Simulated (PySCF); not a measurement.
## State search for CdBi

Unrestricted PBE0; basis Cd def2-SVP with ECP28, Bi def2-SVP with ECP60; scalar-relativistic core potentials; PySCF 2.14. Outer shells of the fragments: Cd 4d10 5s2; Bi 5d10 6s2 6p3.

Followed along the bond (rough minima from three points):

```tsv
2Ms+1	unpaired	⟨S²⟩ at the start	R at minimum (Å)	Te (eV)
4	σ ↑, π ↑↑	3.76	3.16	0.00
2	σ ↓, π ↑↑	1.76	2.98	0.41
2	π ↑	0.76	2.75	0.65
```

Solutions found at the starting distance of 2.860 Å, counted from the lowest of them; the search is not exhaustive and high or unbound solutions are not listed, so other states can lie among these:

```tsv
2Ms+1	unpaired	term	E (eV)	⟨S²⟩	⟨Lz²⟩	μ (D)
4	σ ↑, π ↑↑	⁴Σ⁻	0.00	3.76	0.00	0.00
2	σ ↓, π ↑↑	mixed	0.34	1.76	0.00	-0.27
2	π ↑	²Π	0.61	0.76	1.01	-2.99
2	π ↑	²Π	2.44	0.75	1.00	3.94
4	σ ↑↑, π ↑	⁴Π	2.86	3.76	1.02	-2.94
4	π ↑↑↑	⁴Π	2.91	3.75	1.00	2.07
```

A term symbol is given only where ⟨S²⟩ and ⟨Lz²⟩ are close to those of a pure state; real π, δ and φ orbitals otherwise mix terms. A positive dipole means Cd(−)Bi(+).

Q: Compare the gap between the two lowest followed solutions at the starting distance with the gap between their minima.

A: At PBE0 the second solution (Ms = 0.5 of mixed spin, unpaired electrons σ ↓, π ↑↑) lies +0.34 eV from the first (quartet, unpaired electrons σ ↑, π ↑↑) at 2.860 Å and +0.41 eV at the minima; the two curves relax by different amounts, since their minima lie near 2.98 and 3.16 Å.

These are scalar-relativistic numbers at best; spin–orbit coupling would shift them, the dissociation energy most. Counting both spins, an empty level lies below a filled one in some of these solutions, because spin and occupation are held.
